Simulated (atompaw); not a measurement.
## Scattering properties, PAW (atompaw) potential for gadolinium (Gd)

```json
{
  "Element": "gadolinium (Gd)",
  "Generator": "atompaw 4.2.0.5",
  "Type": "PAW",
  "Functional": "PBE",
  "Relativity": "scalar-relativistic",
  "Frozen core": "[Kr] 4d10 4f7",
  "Valence charge": "11",
  "Reference configuration": "5s2 5p6 5d1 6s2 6p0",
  "Partial waves": "5s (bound): rc 2.20 bohr; 6s (bound): rc 2.20 bohr; 5p (bound): rc 2.65 bohr; 6p (bound, empty): rc 3.00 bohr; 5d (bound): rc 3.00 bohr; 5d channel at 4.85 Ry: rc 3.00 bohr",
  "Local potential": "bessel scheme, radius 2.90 bohr",
  "Core correction": "smooth core density matched at 1.85 bohr",
  "Augmentation charge": "sinc compensation charge, radius 2.20 bohr; PAW radius 3.00 bohr; waves and projectors: custom rrkj gramschmidtortho"
}
```

The phase is arctan(r·u′/u) with u = r·R(r), unwrapped; energies in Ry, scanned from -6 to 5 Ry. A pole is an energy at which the radial function vanishes at the test radius. The pseudo phase is shifted by a multiple of π to meet the all-electron one at the reference energy, and phase errors are pseudo minus all-electron; the curves can meet again beyond the range given. Levels narrower than the energy grid can be missing from the lists of poles.

Q: For each channel, where are the poles, and over which energies does the pseudopotential scatter like the atom?

A:

| channel | radius (bohr) | reference energy (Ry) | poles, all-electron | poles, pseudo | unbroken range about the reference energy with phases within 0.05 rad | phase error 1 Ry above the reference energy (rad) |
| --- | --- | --- | --- | --- | --- | --- |
| s | 3.00 | -0.30 | -3.62, 2.13 | -3.62, 2.13 | below 5.0 | +0.000 |
| p | 3.00 | -0.10 | -1.89, 3.39 | -1.89, 3.61 | the whole range | +0.020 |
| d | 3.00 | -0.19 | 0.47 | 0.63 | -0.4 to 0.6 | +0.063 |

Phases in the p channel:

```json
{"E (Ry)": "-6.00", "all-electron": "1.426", "pseudo": "1.426"}
{"E (Ry)": "-5.76", "all-electron": "1.422", "pseudo": "1.423"}
{"E (Ry)": "-5.52", "all-electron": "1.418", "pseudo": "1.419"}
{"E (Ry)": "-5.28", "all-electron": "1.414", "pseudo": "1.415"}
{"E (Ry)": "-5.04", "all-electron": "1.410", "pseudo": "1.410"}
{"E (Ry)": "-4.80", "all-electron": "1.405", "pseudo": "1.405"}
{"E (Ry)": "-4.56", "all-electron": "1.399", "pseudo": "1.400"}
{"E (Ry)": "-4.32", "all-electron": "1.393", "pseudo": "1.393"}
{"E (Ry)": "-4.08", "all-electron": "1.386", "pseudo": "1.386"}
{"E (Ry)": "-3.84", "all-electron": "1.377", "pseudo": "1.378"}
{"E (Ry)": "-3.60", "all-electron": "1.368", "pseudo": "1.368"}
{"E (Ry)": "-3.36", "all-electron": "1.355", "pseudo": "1.356"}
{"E (Ry)": "-3.12", "all-electron": "1.340", "pseudo": "1.341"}
{"E (Ry)": "-2.88", "all-electron": "1.318", "pseudo": "1.319"}
{"E (Ry)": "-2.64", "all-electron": "1.282", "pseudo": "1.283"}
{"E (Ry)": "-2.40", "all-electron": "1.203", "pseudo": "1.204"}
{"E (Ry)": "-2.16", "all-electron": "0.701", "pseudo": "0.703"}
{"E (Ry)": "-1.92", "all-electron": "-1.528", "pseudo": "-1.528"}
{"E (Ry)": "-1.68", "all-electron": "-1.698", "pseudo": "-1.697"}
{"E (Ry)": "-1.44", "all-electron": "-1.758", "pseudo": "-1.757"}
{"E (Ry)": "-1.20", "all-electron": "-1.799", "pseudo": "-1.798"}
{"E (Ry)": "-0.96", "all-electron": "-1.836", "pseudo": "-1.836"}
{"E (Ry)": "-0.72", "all-electron": "-1.877", "pseudo": "-1.877"}
{"E (Ry)": "-0.48", "all-electron": "-1.927", "pseudo": "-1.927"}
{"E (Ry)": "-0.24", "all-electron": "-1.994", "pseudo": "-1.994"}
{"E (Ry)": "0.00", "all-electron": "-2.090", "pseudo": "-2.090"}
{"E (Ry)": "0.24", "all-electron": "-2.245", "pseudo": "-2.244"}
{"E (Ry)": "0.48", "all-electron": "-2.521", "pseudo": "-2.517"}
{"E (Ry)": "0.72", "all-electron": "-3.015", "pseudo": "-3.002"}
{"E (Ry)": "0.96", "all-electron": "-3.632", "pseudo": "-3.611"}
{"E (Ry)": "1.20", "all-electron": "-4.054", "pseudo": "-4.035"}
{"E (Ry)": "1.44", "all-electron": "-4.284", "pseudo": "-4.267"}
{"E (Ry)": "1.68", "all-electron": "-4.416", "pseudo": "-4.402"}
{"E (Ry)": "1.92", "all-electron": "-4.501", "pseudo": "-4.487"}
{"E (Ry)": "2.16", "all-electron": "-4.559", "pseudo": "-4.546"}
{"E (Ry)": "2.40", "all-electron": "-4.603", "pseudo": "-4.590"}
{"E (Ry)": "2.64", "all-electron": "-4.637", "pseudo": "-4.624"}
{"E (Ry)": "2.88", "all-electron": "-4.665", "pseudo": "-4.651"}
{"E (Ry)": "3.12", "all-electron": "-4.689", "pseudo": "-4.674"}
{"E (Ry)": "3.36", "all-electron": "-4.710", "pseudo": "-4.694"}
{"E (Ry)": "3.60", "all-electron": "-4.729", "pseudo": "-4.712"}
{"E (Ry)": "3.84", "all-electron": "-4.748", "pseudo": "-4.728"}
{"E (Ry)": "4.08", "all-electron": "-4.766", "pseudo": "-4.743"}
{"E (Ry)": "4.32", "all-electron": "-4.784", "pseudo": "-4.758"}
{"E (Ry)": "4.56", "all-electron": "-4.803", "pseudo": "-4.773"}
{"E (Ry)": "4.80", "all-electron": "-4.823", "pseudo": "-4.788"}
```
